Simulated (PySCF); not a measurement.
## `C1C(S(=O)(=O)Cl)CCC1`, C$_{5}$H$_{9}$ClO$_{2}$S

Geometry:
```json
{"atom": "O1", "x (Å)": "1.427", "y (Å)": "1.686", "z (Å)": "-0.868"}
{"atom": "S2", "x (Å)": "1.913", "y (Å)": "0.672", "z (Å)": "0.010"}
{"atom": "O3", "x (Å)": "2.629", "y (Å)": "1.072", "z (Å)": "1.179"}
{"atom": "Cl4", "x (Å)": "3.198", "y (Å)": "-0.475", "z (Å)": "-1.089"}
{"atom": "C5", "x (Å)": "0.632", "y (Å)": "-0.547", "z (Å)": "0.426"}
{"atom": "C6", "x (Å)": "-0.376", "y (Å)": "0.217", "z (Å)": "1.270"}
{"atom": "C7", "x (Å)": "-1.370", "y (Å)": "0.744", "z (Å)": "0.237"}
{"atom": "C8", "x (Å)": "-1.496", "y (Å)": "-0.423", "z (Å)": "-0.740"}
{"atom": "C9", "x (Å)": "-0.063", "y (Å)": "-0.958", "z (Å)": "-0.863"}
{"atom": "H10", "x (Å)": "1.171", "y (Å)": "-1.329", "z (Å)": "0.950"}
{"atom": "H11", "x (Å)": "-0.872", "y (Å)": "-0.462", "z (Å)": "1.968"}
{"atom": "H12", "x (Å)": "0.109", "y (Å)": "1.008", "z (Å)": "1.841"}
{"atom": "H13", "x (Å)": "-0.946", "y (Å)": "1.609", "z (Å)": "-0.271"}
{"atom": "H14", "x (Å)": "-2.324", "y (Å)": "1.025", "z (Å)": "0.680"}
{"atom": "H15", "x (Å)": "-2.146", "y (Å)": "-1.191", "z (Å)": "-0.317"}
{"atom": "H16", "x (Å)": "-1.903", "y (Å)": "-0.119", "z (Å)": "-1.701"}
{"atom": "H17", "x (Å)": "0.445", "y (Å)": "-0.485", "z (Å)": "-1.704"}
{"atom": "H18", "x (Å)": "-0.036", "y (Å)": "-2.036", "z (Å)": "-1.018"}
```

Computed, not measured: GIAO BHandHLYP/pcSseg-1 magnetisability, rotational g tensor and spin-rotation constants, non-relativistic, gas phase in PySCF. Geometry: GFN2-xTB.

Q: How diamagnetic is it, and how anisotropic?

A: Isotropic -1619 × 10⁻³⁰ J/T², or -97.5 × 10⁻⁶ cm³/mol; principal values -1723, -1596, -1539 × 10⁻³⁰ J/T², anisotropy 164 × 10⁻³⁰ J/T² (root of half the summed squared differences of the principal values). The susceptibility is in cgs units.

Q: Split it along the inertial axes a, b, c into diamagnetic and paramagnetic parts about the centre of mass, with the quadrupole moment.

A: 
| axis | χ (10⁻⁶ cm³/mol) | diamagnetic (10⁻⁶ cm³/mol) | paramagnetic (10⁻⁶ cm³/mol) | summed x² of all electrons (Å²) | quadrupole Θ (D Å) |
| --- | --- | --- | --- | --- | --- |
| a | -100.6 | -677.6 | 577.0 | 265.3 | +2.99 |
| b | -96.2 | -1367.0 | 1270.8 | 102.8 | -2.32 |
| c | -95.8 | -1561.8 | 1466.0 | 56.9 | -0.67 |

Anisotropies 2χaa − χbb − χcc = -9.1 and 2χbb − χaa − χcc = +4.0 × 10⁻⁶ cm³/mol. Θ is traceless in Buckingham's convention.

Q: And the rotational g tensor?

A: 
```
axis  rotational constant (GHz)        g  nuclear part  electronic part
   a                     2.1765  -0.0247        0.5653          -0.5900
   b                     0.9446  -0.0113        0.5527          -0.5640
   c                     0.8137  -0.0102        0.5502          -0.5604
```
Asymmetric top; isotopes 12C, 35Cl, 1H, 16O, 32S; no vibrational averaging.
